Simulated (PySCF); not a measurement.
Method: PBE-D3(BJ)/def2-TZVP // PBE-D3(BJ)/def2-SVP run with PySCF. All species are isolated molecules in the gas phase. One relaxed conformer stands for a flexible species; it need not be the lowest. Excitations are Tamm–Dancoff values on a coarser integration grid. The basis has no diffuse functions, so Rydberg states are missing or too high.

Reference species (SMILES): `[CH2]([Sn]([CH2]C)([CH2]C)[CH2]C)C` (neutral, multiplicity 1).

```yaml
S1 excitation (TDA): 5.71 eV
HOMO–LUMO gap: 5.55 eV
T1 excitation (TDA): 5.37 eV
```

Changed species: `C[CH2][Sn]([I])([I])[I]` (C–C–Sn–I torsion 59°) (3 of 4 C2H5 replaced by I; the reference has 0 of 4 C2H5 replaced by I).

### Question
Give the shifts of the S1 excitation (TDA), HOMO–LUMO gap and T1 excitation (TDA).

### Answer
the S1 excitation (TDA) falls by 2.82 eV, to 2.89 eV; the HOMO–LUMO gap falls by 2.78 eV, to 2.77 eV; the T1 excitation (TDA) falls by 2.71 eV, to 2.66 eV.
